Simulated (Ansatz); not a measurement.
Mulliken charges of CH$_{4}$AlO$_{2}$ (`C[O][Al][OH]`) radical from r2SCAN/def2-TZVPP in Ansatz (PBE0-D4/def2-TZVP geometry).

```
atom   x (Å)   y (Å)   z (Å)  charge (e)
  C1   0.293   1.366  -0.670       0.039
  O2  -0.036   0.282   0.144      -0.368
 Al3  -0.063  -1.400   0.093       0.401
  O4  -0.602  -2.192   1.498      -0.405
  H5   0.661   1.058  -1.656       0.038
  H6  -0.585   2.002  -0.821       0.051
  H7   1.070   1.972  -0.193       0.051
  H8  -0.646  -3.146   1.548       0.192
```

By hand: the dipole of these point charges (1 e Å = 4.8032 D).

Σ q r = (0.169, -0.085, -0.466) e Å, of length 0.503 e Å = 2.42 D.

How does the dipole of the full density compare? (An estimate is asked.)

Ansatz gave: (0.103, -0.158, -0.293) e Å, 1.67 D; the point charges give 1.45 times that, at 17° from its direction.

Point charges leave out the atoms' own dipoles, such as those of lone pairs, and Mulliken's split depends on the basis, so the two needn't agree.
